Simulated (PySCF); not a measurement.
Isomers of C4H6O2S, one GFN2-xTB conformer each. Single-point energies are computed at PBE0/pcSseg-1 (PySCF, gas phase, no added dispersion term), electronic only.

```
         SMILES  GFN2-xTB relative energy (kJ/mol)
 O=S1(=O)C=CCC1                                0.0
C=CS(=O)(=O)C=C                              156.8
```

Conformers: `[O:1]=[S:2]1(=[O:3])[CH:4]=[CH:5][CH2:6][CH2:7]1` with O1–S2–C4–C5 -102°, C4–C5–C6–C7 -13°, C5–C6–C7–S2 20°, O1–S2–C7–C6 95°; `[CH2:1]=[CH:2][S:3](=[O:4])(=[O:5])[CH:6]=[CH2:7]` with C1–C2–S3–O4 5°, C2–S3–C6–C7 -110°.

Task: What does PBE0/pcSseg-1 give for the same structures?

Result: 
| SMILES | PBE0/pcSseg-1 E (Eh) | PBE0/pcSseg-1 (kJ/mol) | GFN2-xTB (kJ/mol) | point group |
| --- | --- | --- | --- | --- |
| O=S1(=O)C=CCC1 | -704.05186 | 0.0 | 0.0 | C1 |
| C=CS(=O)(=O)C=C | -704.01196 | 104.8 | 156.8 | C2 |

Both levels put the same isomer lowest. 

Task: Which frontier levels, dipoles and rotational constants go with these structures?

Result: 
| SMILES | HOMO (eV, PBE0/pcSseg-1) | LUMO (eV) | dipole (D) | A, B, C (MHz) |
| --- | --- | --- | --- | --- |
| O=S1(=O)C=CCC1 | -8.08 | -0.83 | 5.44 | 4067, 2127, 1955 |
| C=CS(=O)(=O)C=C | -8.34 | -1.59 | 4.63 | 3661, 1819, 1654 |
